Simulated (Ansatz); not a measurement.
Relaxation of AsH$_{9}$OSi$_{2}$ (13 atoms, charge 0, multiplicity 1), to a largest force component of 0.03 eV/Å in at most 50 steps.

Method: RKS PBE/def2-SVP (Ansatz 0.2.0).

```xyz
13
Properties=species:S:1:pos:R:3
Si -0.700 1.267 0.593
Si 0.624 -1.926 -0.107
H -1.555 2.324 1.263
H -1.392 -0.051 0.852
O 0.874 1.311 1.209
H 0.347 -0.715 -0.865
As -0.524 1.842 -1.650
H 0.787 -1.637 1.360
H -0.517 -2.896 -0.287
H 1.885 -2.568 -0.621
H 0.906 1.372 2.182
H 0.726 0.970 -1.820
H -1.461 0.706 -2.108
```

Task: Where does it end, and by what steps?

Result: It converged. The force dipped under the threshold on the way, but the program's further checks kept it going. After 24 steps the energy has fallen by 0.277 eV; H6 moved furthest, 1.50 Å.

```json
{"step": "0", "energy less start (eV)": "0.0000", "largest force component (eV/Å)": "1.070", "accepted": "yes"}
{"step": "1", "energy less start (eV)": "-0.1622", "largest force component (eV/Å)": "0.234", "accepted": "yes"}
{"step": "2", "energy less start (eV)": "-0.1665", "largest force component (eV/Å)": "0.336", "accepted": "yes"}
{"step": "3", "energy less start (eV)": "-0.2078", "largest force component (eV/Å)": "0.151", "accepted": "yes"}
{"step": "4", "energy less start (eV)": "-0.2161", "largest force component (eV/Å)": "0.084", "accepted": "yes"}
{"step": "5", "energy less start (eV)": "-0.2183", "largest force component (eV/Å)": "0.224", "accepted": "yes"}
{"step": "6", "energy less start (eV)": "-0.2393", "largest force component (eV/Å)": "0.105", "accepted": "yes"}
{"step": "7", "energy less start (eV)": "-0.2429", "largest force component (eV/Å)": "0.276", "accepted": "yes"}
{"step": "8", "energy less start (eV)": "-0.2479", "largest force component (eV/Å)": "0.146", "accepted": "yes"}
{"step": "9", "energy less start (eV)": "-0.2553", "largest force component (eV/Å)": "0.109", "accepted": "yes"}
{"step": "10", "energy less start (eV)": "-0.2575", "largest force component (eV/Å)": "0.382", "accepted": "yes"}
{"step": "11", "energy less start (eV)": "-0.2536", "largest force component (eV/Å)": "0.441", "accepted": "no"}
{"step": "12", "energy less start (eV)": "-0.2634", "largest force component (eV/Å)": "0.105", "accepted": "yes"}
{"step": "13", "energy less start (eV)": "-0.2668", "largest force component (eV/Å)": "0.047", "accepted": "yes"}
{"step": "14", "energy less start (eV)": "-0.2676", "largest force component (eV/Å)": "0.114", "accepted": "yes"}
{"step": "15", "energy less start (eV)": "-0.2695", "largest force component (eV/Å)": "0.057", "accepted": "yes"}
{"step": "16", "energy less start (eV)": "-0.2706", "largest force component (eV/Å)": "0.048", "accepted": "yes"}
{"step": "17", "energy less start (eV)": "-0.2715", "largest force component (eV/Å)": "0.097", "accepted": "yes"}
{"step": "18", "energy less start (eV)": "-0.2702", "largest force component (eV/Å)": "0.108", "accepted": "no"}
{"step": "19", "energy less start (eV)": "-0.2737", "largest force component (eV/Å)": "0.042", "accepted": "yes"}
{"step": "20", "energy less start (eV)": "-0.2751", "largest force component (eV/Å)": "0.013", "accepted": "yes"}
{"step": "21", "energy less start (eV)": "-0.2758", "largest force component (eV/Å)": "0.074", "accepted": "yes"}
{"step": "22", "energy less start (eV)": "-0.2763", "largest force component (eV/Å)": "0.025", "accepted": "yes"}
{"step": "23", "energy less start (eV)": "-0.2766", "largest force component (eV/Å)": "0.020", "accepted": "yes"}
{"step": "24", "energy less start (eV)": "-0.2767", "largest force component (eV/Å)": "0.023", "accepted": "yes"}
```

```xyz
13
Properties=species:S:1:pos:R:3
Si -0.831 1.487 0.591
Si 0.947 -2.401 -0.097
H -1.834 2.413 1.236
H -1.468 0.118 0.506
O 0.620 1.426 1.452
H 0.513 -2.070 -1.498
As -0.257 2.403 -1.528
H 1.297 -1.132 0.629
H -0.175 -3.099 0.621
H 2.146 -3.306 -0.144
H 0.583 0.952 2.301
H 0.167 1.023 -2.070
H -1.709 2.184 -2.001
```

Whether the end is a true minimum wasn't checked by a vibrational analysis.

The run took 61 s on 4 threads of Arm Neoverse N1 (shared host), peak memory 0.19 GiB.
